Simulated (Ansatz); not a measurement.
Ansatz (an electronic-structure program) input (HF/6-31G*):

Ansatz 0.2 input:
```yaml
crystal:
  periodic: [false, false, false]
  atoms:
    - {symbol: O, position_ang: [1.16834145, 1.54076140, -0.36695010]}
    - {symbol: B, position_ang: [0.83921259, 0.30270731, -0.05666451]}
    - {symbol: O, position_ang: [2.10242930, -0.47584539, 0.17566463]}
    - {symbol: O, position_ang: [-0.22988727, -0.41215400, 0.10025067]}
    - {symbol: Si, position_ang: [-1.93418317, -0.43695934, 0.06350450]}
    - {symbol: H, position_ang: [0.48621926, 2.17685236, -0.54791104]}
    - {symbol: H, position_ang: [2.97249662, -0.07710214, 0.09506598]}
    - {symbol: H, position_ang: [2.10072386, -1.40487599, 0.41470861]}
    - {symbol: H, position_ang: [-2.35303804, 0.92157314, -0.29671525]}
    - {symbol: H, position_ang: [-2.35537625, -0.81334033, 1.40989871]}
    - {symbol: H, position_ang: [-2.29559184, -1.42130881, -0.95250906]}
basis:
  gaussian:
    orbitals: 6-31G*
hamiltonian:
  xc: {name: HF}
total_charge: 1
phonons: {temperatures: {t_min: 298.15, t_max: 298.15, t_step: 100}}
```

Output:

```
Functional definition: HF
integrals: 0.04 GiB planned
950 factors; integrals over basis functions are off by at most 7.2e-4 eV
mean field: 0.25 GiB planned
mean field evaluation 1: about -14731.2155 eV, gradient 6.1e1 eV
mean field evaluation 2: about -14731.2971 eV, gradient 6.1e1 eV
mean field evaluation 4: about -14737.7911 eV, gradient 3.4e0 eV
mean field evaluation 8: about -14737.8343 eV, gradient 2.5e-4 eV
mean field -14737.83430678 eV, -541.6054211114 hartree, gradient 2.0e-5 eV, S^2 0.000000; 0 other end points of the search recorded, 0 dependent functions left out
the calculation of the forces begins
reference -14737.83430678 eV, -541.6054211114 hartree; 24, 24 occupied and 67, 67 virtual orbitals, 950 factors
these checks for a lower state are left out or cut short: stability, starts, cluster_reference, orbital_swaps, neighbouring_geometries, increment
integrals: 0.04 GiB planned
950 factors; integrals over basis functions are off by at most 7.2e-4 eV
mean field: 0.25 GiB planned
mean field evaluation 16: about -14737.8341 eV, gradient 5.9e-4 eV
mean field -14737.83405377 eV, -541.6054118132 hartree, gradient 3.5e-6 eV, S^2 0.000000; 0 other end points of the search recorded, 0 dependent functions left out
the calculation of the forces begins
reference -14737.83405377 eV, -541.6054118132 hartree; 24, 24 occupied and 67, 67 virtual orbitals, 950 factors
these checks for a lower state are left out or cut short: stability, starts, cluster_reference, orbital_swaps, neighbouring_geometries, increment
integrals: 0.04 GiB planned
950 factors; integrals over basis functions are off by at most 7.2e-4 eV
mean field: 0.25 GiB planned
mean field -14737.83405421 eV, -541.6054118296 hartree, gradient 3.6e-6 eV, S^2 0.000000; 0 other end points of the search recorded, 0 dependent functions left out
the calculation of the forces begins
reference -14737.83405421 eV, -541.6054118296 hartree; 24, 24 occupied and 67, 67 virtual orbitals, 950 factors
these checks for a lower state are left out or cut short: stability, starts, cluster_reference, orbital_swaps, neighbouring_geometries, increment
integrals: 0.04 GiB planned
950 factors; integrals over basis functions are off by at most 7.2e-4 eV
mean field: 0.25 GiB planned
mean field evaluation 32: about -14737.8342 eV, gradient 2.3e-6 eV
mean field -14737.83423625 eV, -541.6054185192 hartree, gradient 2.3e-6 eV, S^2 0.000000; 0 other end points of the search recorded, 0 dependent functions left out
the calculation of the forces begins
reference -14737.83423625 eV, -541.6054185192 hartree; 24, 24 occupied and 67, 67 virtual orbitals, 950 factors
these checks for a lower state are left out or cut short: stability, starts, cluster_reference, orbital_swaps, neighbouring_geometries, increment
integrals: 0.04 GiB planned
950 factors; integrals over basis functions are off by at most 7.2e-4 eV
mean field: 0.25 GiB planned
mean field -14737.83423255 eV, -541.6054183835 hartree, gradient 2.9e-6 eV, S^2 0.000000; 0 other end points of the search recorded, 0 dependent functions left out
the calculation of the forces begins
reference -14737.83423255 eV, -541.6054183835 hartree; 24, 24 occupied and 67, 67 virtual orbitals, 950 factors
these checks for a lower state are left out or cut short: stability, starts, cluster_reference, orbital_swaps, neighbouring_geometries, increment
integrals: 0.04 GiB planned
950 factors; integrals over basis functions are off by at most 7.2e-4 eV
mean field: 0.25 GiB planned
mean field -14737.83407118 eV, -541.6054124532 hartree, gradient 5.0e-6 eV, S^2 0.000000; 0 other end points of the search recorded, 0 dependent functions left out
the calculation of the forces begins
reference -14737.83407118 eV, -541.6054124532 hartree; 24, 24 occupied and 67, 67 virtual orbitals, 950 factors
these checks for a lower state are left out or cut short: stability, starts, cluster_reference, orbital_swaps, neighbouring_geometries, increment
integrals: 0.04 GiB planned
950 factors; integrals over basis functions are off by at most 7.2e-4 eV
mean field: 0.25 GiB planned
mean field -14737.83407324 eV, -541.6054125290 hartree, gradient 4.8e-6 eV, S^2 0.000000; 0 other end points of the search recorded, 0 dependent functions left out
the calculation of the forces begins
reference -14737.83407324 eV, -541.6054125290 hartree; 24, 24 occupied and 67, 67 virtual orbitals, 950 factors
these checks for a lower state are left out or cut short: stability, starts, cluster_reference, orbital_swaps, neighbouring_geometries, increment
integrals: 0.04 GiB planned
950 factors; integrals over basis functions are off by at most 7.2e-4 eV
mean field: 0.25 GiB planned
mean field -14737.83419322 eV, -541.6054169380 hartree, gradient 2.9e-6 eV, S^2 0.000000; 0 other end points of the search recorded, 0 dependent functions left out
[...]
these checks for a lower state are left out or cut short: stability, starts, cluster_reference, orbital_swaps, neighbouring_geometries, increment
integrals: 0.04 GiB planned
950 factors; integrals over basis functions are off by at most 7.2e-4 eV
mean field: 0.25 GiB planned
mean field -14737.83429582 eV, -541.6054207084 hartree, gradient 1.5e-6 eV, S^2 0.000000; 0 other end points of the search recorded, 0 dependent functions left out
the calculation of the forces begins
reference -14737.83429582 eV, -541.6054207084 hartree; 24, 24 occupied and 67, 67 virtual orbitals, 950 factors
these checks for a lower state are left out or cut short: stability, starts, cluster_reference, orbital_swaps, neighbouring_geometries, increment
integrals: 0.04 GiB planned
950 factors; integrals over basis functions are off by at most 7.2e-4 eV
mean field: 0.25 GiB planned
mean field -14737.83429610 eV, -541.6054207188 hartree, gradient 1.5e-6 eV, S^2 0.000000; 0 other end points of the search recorded, 0 dependent functions left out
the calculation of the forces begins
reference -14737.83429610 eV, -541.6054207188 hartree; 24, 24 occupied and 67, 67 virtual orbitals, 950 factors
these checks for a lower state are left out or cut short: stability, starts, cluster_reference, orbital_swaps, neighbouring_geometries, increment
integrals: 0.04 GiB planned
950 factors; integrals over basis functions are off by at most 7.2e-4 eV
mean field: 0.25 GiB planned
mean field evaluation 224: about -14737.8342 eV, gradient 7.7e-5 eV
mean field -14737.83424526 eV, -541.6054188506 hartree, gradient 2.7e-6 eV, S^2 0.000000; 0 other end points of the search recorded, 0 dependent functions left out
the calculation of the forces begins
reference -14737.83424526 eV, -541.6054188506 hartree; 24, 24 occupied and 67, 67 virtual orbitals, 950 factors
these checks for a lower state are left out or cut short: stability, starts, cluster_reference, orbital_swaps, neighbouring_geometries, increment
integrals: 0.04 GiB planned
950 factors; integrals over basis functions are off by at most 7.2e-4 eV
mean field: 0.25 GiB planned
mean field -14737.83424422 eV, -541.6054188121 hartree, gradient 2.7e-6 eV, S^2 0.000000; 0 other end points of the search recorded, 0 dependent functions left out
the calculation of the forces begins
reference -14737.83424422 eV, -541.6054188121 hartree; 24, 24 occupied and 67, 67 virtual orbitals, 950 factors
these checks for a lower state are left out or cut short: stability, starts, cluster_reference, orbital_swaps, neighbouring_geometries, increment
integrals: 0.04 GiB planned
950 factors; integrals over basis functions are off by at most 7.2e-4 eV
mean field: 0.25 GiB planned
mean field -14737.83429417 eV, -541.6054206479 hartree, gradient 7.5e-7 eV, S^2 0.000000; 0 other end points of the search recorded, 0 dependent functions left out
the calculation of the forces begins
reference -14737.83429417 eV, -541.6054206479 hartree; 24, 24 occupied and 67, 67 virtual orbitals, 950 factors
these checks for a lower state are left out or cut short: stability, starts, cluster_reference, orbital_swaps, neighbouring_geometries, increment
integrals: 0.04 GiB planned
950 factors; integrals over basis functions are off by at most 7.2e-4 eV
mean field: 0.25 GiB planned
mean field -14737.83429815 eV, -541.6054207942 hartree, gradient 7.8e-7 eV, S^2 0.000000; 0 other end points of the search recorded, 0 dependent functions left out
the calculation of the forces begins
reference -14737.83429815 eV, -541.6054207942 hartree; 24, 24 occupied and 67, 67 virtual orbitals, 950 factors
these checks for a lower state are left out or cut short: stability, starts, cluster_reference, orbital_swaps, neighbouring_geometries, increment
integrals: 0.04 GiB planned
950 factors; integrals over basis functions are off by at most 7.2e-4 eV
mean field: 0.25 GiB planned
mean field -14737.83429337 eV, -541.6054206186 hartree, gradient 8.1e-7 eV, S^2 0.000000; 0 other end points of the search recorded, 0 dependent functions left out
the calculation of the forces begins
reference -14737.83429337 eV, -541.6054206186 hartree; 24, 24 occupied and 67, 67 virtual orbitals, 950 factors
these checks for a lower state are left out or cut short: stability, starts, cluster_reference, orbital_swaps, neighbouring_geometries, increment
integrals: 0.04 GiB planned
950 factors; integrals over basis functions are off by at most 7.2e-4 eV
mean field: 0.25 GiB planned
mean field evaluation 256: about -14737.8343 eV, gradient 4.0e-5 eV
mean field -14737.83429353 eV, -541.6054206244 hartree, gradient 7.9e-7 eV, S^2 0.000000; 0 other end points of the search recorded, 0 dependent functions left out
the calculation of the forces begins
reference -14737.83429353 eV, -541.6054206244 hartree; 24, 24 occupied and 67, 67 virtual orbitals, 950 factors
these checks for a lower state are left out or cut short: stability, starts, cluster_reference, orbital_swaps, neighbouring_geometries, increment
integrals: 0.04 GiB planned
950 factors; integrals over basis functions are off by at most 7.2e-4 eV
mean field: 0.25 GiB planned
mean field -14737.83429584 eV, -541.6054207093 hartree, gradient 2.6e-6 eV, S^2 0.000000; 0 other end points of the search recorded, 0 dependent functions left out
the calculation of the forces begins
reference -14737.83429584 eV, -541.6054207093 hartree; 24, 24 occupied and 67, 67 virtual orbitals, 950 factors
these checks for a lower state are left out or cut short: stability, starts, cluster_reference, orbital_swaps, neighbouring_geometries, increment
integrals: 0.04 GiB planned
950 factors; integrals over basis functions are off by at most 7.2e-4 eV
mean field: 0.25 GiB planned
mean field -14737.83429424 eV, -541.6054206504 hartree, gradient 2.6e-6 eV, S^2 0.000000; 0 other end points of the search recorded, 0 dependent functions left out
the calculation of the forces begins
reference -14737.83429424 eV, -541.6054206504 hartree; 24, 24 occupied and 67, 67 virtual orbitals, 950 factors
these checks for a lower state are left out or cut short: stability, starts, cluster_reference, orbital_swaps, neighbouring_geometries, increment
integrals: 0.04 GiB planned
950 factors; integrals over basis functions are off by at most 7.2e-4 eV
mean field: 0.25 GiB planned
mean field -14737.83424657 eV, -541.6054188986 hartree, gradient 6.5e-7 eV, S^2 0.000000; 0 other end points of the search recorded, 0 dependent functions left out
the calculation of the forces begins
reference -14737.83424657 eV, -541.6054188986 hartree; 24, 24 occupied and 67, 67 virtual orbitals, 950 factors
these checks for a lower state are left out or cut short: stability, starts, cluster_reference, orbital_swaps, neighbouring_geometries, increment
integrals: 0.04 GiB planned
950 factors; integrals over basis functions are off by at most 7.2e-4 eV
mean field: 0.25 GiB planned
mean field -14737.83424705 eV, -541.6054189164 hartree, gradient 7.2e-7 eV, S^2 0.000000; 0 other end points of the search recorded, 0 dependent functions left out
the calculation of the forces begins
reference -14737.83424705 eV, -541.6054189164 hartree; 24, 24 occupied and 67, 67 virtual orbitals, 950 factors
Total energy: -14737.83430678 eV, -541.6054211114 hartree
Atom 0 at     1.168341     1.540761    -0.366950 Å, force     0.001094    -0.000302     0.000105 eV/Å
Atom 1 at     0.839213     0.302707    -0.056665 Å, force     0.000641    -0.000161     0.000058 eV/Å
Atom 2 at     2.102429    -0.475845     0.175665 Å, force     0.001156     0.001944    -0.000471 eV/Å
Atom 3 at    -0.229887    -0.412154     0.100251 Å, force     0.000134    -0.000356     0.000095 eV/Å
Atom 4 at    -1.934183    -0.436959     0.063505 Å, force    -0.000812    -0.000181     0.000026 eV/Å
Atom 5 at     0.486219     2.176852    -0.547911 Å, force    -0.000667    -0.001061     0.000256 eV/Å
Atom 6 at     2.972497    -0.077102     0.095066 Å, force    -0.000253    -0.001057     0.000266 eV/Å
Atom 7 at     2.100724    -1.404876     0.414709 Å, force    -0.000079     0.000387    -0.000102 eV/Å
Atom 8 at    -2.353038     0.921573    -0.296715 Å, force    -0.001135     0.000118    -0.000059 eV/Å
Atom 9 at    -2.355376    -0.813340     1.409899 Å, force    -0.000037     0.000314    -0.000169 eV/Å
Atom 10 at    -2.295592    -1.421309    -0.952509 Å, force    -0.000041     0.000356    -0.000005 eV/Å
Dipole moment:     0.986374    -0.182927     0.072038 e Å
Vibrations: 57.71 85.73 104.10 173.16 325.40 428.55 473.80 540.17 609.02 670.68 778.27 785.23 821.66 950.17 1040.07 1042.27 1052.21 1088.07 1302.32 1782.59 1791.72 2442.65 2478.28 2488.41 3917.19 4016.97 4096.29 cm⁻¹, zero-point energy 2.190966 eV
```

The blocks after the first are displaced geometries, from whose forces the wavenumbers follow.

The dipole moment of an ion depends on the origin.
